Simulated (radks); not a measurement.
Q: Ionisation ladder of silver, from Ag I to Ag XXII. Each ion is in the ground configuration listed by NIST, and IE = E(next ion) - E(this ion). Method: scalar-relativistic Kohn-Sham, PBE, spin-polarised, spherical densities, finite nucleus; open shells are filled with parallel spins first (spin-orbit coupling, left out, can overturn this in heavy ions); Fermi nuclear charge, rms radius 4.5454 fm; computed with a radial shooting solver on a logarithmic mesh with Libxc functionals.

species       configuration  IE, Delta-SCF (eV)  <r> HOMO (bohr)
Ag I          [Kr] 4d10 5s1                   ?             3.14
Ag II             [Kr] 4d10              21.930             1.39
Ag III             [Kr] 4d9                   ?             1.31
Ag IV              [Kr] 4d8              50.560             1.25
Ag V               [Kr] 4d7                   ?             1.20
Ag VI              [Kr] 4d6              83.622             1.16
Ag VII             [Kr] 4d5              107.05             1.12
Ag VIII            [Kr] 4d4              126.48             1.08
Ag IX              [Kr] 4d3              146.65             1.05
Ag X               [Kr] 4d2              167.49             1.03
Ag XI              [Kr] 4d1              188.93             1.00
Ag XII                 [Kr]              273.24            0.894
Ag XIII   [Ar] 3d10 4s2 4p5                   ?            0.881
Ag XIV    [Ar] 3d10 4s2 4p4              321.35            0.869
Ag XV     [Ar] 3d10 4s2 4p3              353.30            0.855
Ag XVI    [Ar] 3d10 4s2 4p2              378.94            0.844
Ag XVII   [Ar] 3d10 4s2 4p1              404.50            0.833
Ag XVIII      [Ar] 3d10 4s2              474.06            0.793
Ag XIX        [Ar] 3d10 4s1              504.20            0.785
Ag XX             [Ar] 3d10              887.56            0.336
Ag XXI             [Ar] 3d9              951.06            0.330
Ag XXII            [Ar] 3d8              1015.9            0.326

Estimate the withheld Delta-SCF values.

A: Ag I: 7.946 eV (NIST 7.576); Ag III: 35.577 eV (NIST 34.8); Ag V: 66.636 eV (NIST 65); Ag XIII: 297.29 eV (NIST 294).
